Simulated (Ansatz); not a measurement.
A run of Ansatz (development build ahead of 0.2.0) on singlet Li₂F₂ at this shape:

```
atom    x (Å)   y (Å)   z (Å)
   F   0.7100  0.0000  4.3000
   F  -0.7100  0.0000  4.3000
  Li   1.3400  0.0000  0.0000
  Li  -1.3400  0.0000  0.0000
```

Its results:

```
Converged                       : yes
Total energy                    : -213.51167 hartree
Spin squared of the determinant : 0.000
```

Task: Which input gives this output? Name the method, the orbitals and the basis set, and write the input.

Result: RHF in 6-31G. An unrestricted run that stays on the closed shell gives the same numbers.

```yaml
crystal:
  periodic: [false, false, false]
  atoms:
    - { symbol: F, position_ang: [0.71, 0.0, 4.3] }
    - { symbol: F, position_ang: [-0.71, 0.0, 4.3] }
    - { symbol: Li, position_ang: [1.34, 0.0, 0.0] }
    - { symbol: Li, position_ang: [-1.34, 0.0, 0.0] }
basis:
  gaussian: { orbitals: "6-31G" }
hamiltonian:
  xc: hf
```

Caution: stretched shape with no unrestricted run beside it, a lower state can exist.
